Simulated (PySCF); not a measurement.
**Kr²¹⁺: ionisation energy**

Kr²¹⁺ [Ne] 3s2 3p3 (4S) → Kr²²⁺ [Ne] 3s2 3p2 (3P), as a difference of total energies. Calculation: PySCF 2.14, in an uncontracted even-tempered set (17 s from 2.2 bohr⁻², ratio 2.5; 11 p from 2.9 bohr⁻², ratio 2.5; 5 d from 13 bohr⁻², ratio 2.7; 4 f from 20 bohr⁻², ratio 2.7); no relativity, point nucleus. Correlated levels: outer shells: 1s2 frozen; virtual orbitals above 40 to 60 times the deepest correlated orbital energy dropped. The calculations carry no spin-orbit coupling.

| method | ionisation energy (eV) |
| --- | --- |
| UHF | 938.20 |
| LDA | 938.99 |
| PBE | 939.10 |
| PBE0 | 939.22 |
| r2SCAN | 939.72 |
| MN15 | 941.29 |
| B97-3 | 938.99 |
| MP2 (outer shells) | 938.72 |
| SCS-MP2 (outer shells) | 938.46 |

How much does correlation contribute at MP2 (outer shells)?

938.72 − (938.20) = 0.52 eV, measured against UHF.

Spin-orbit coupling is strong in these open shells (close to jj coupling). The scalar numbers leave it out and a first-order estimate fails, so it can dominate the gap to the real levels.

All relativistic terms are absent from these numbers, so their closeness to the reference says little about the methods.

For comparison: 945 ± 3 eV (semi-empirical (NIST evaluation); NIST Atomic Spectra Database, ionization energies).
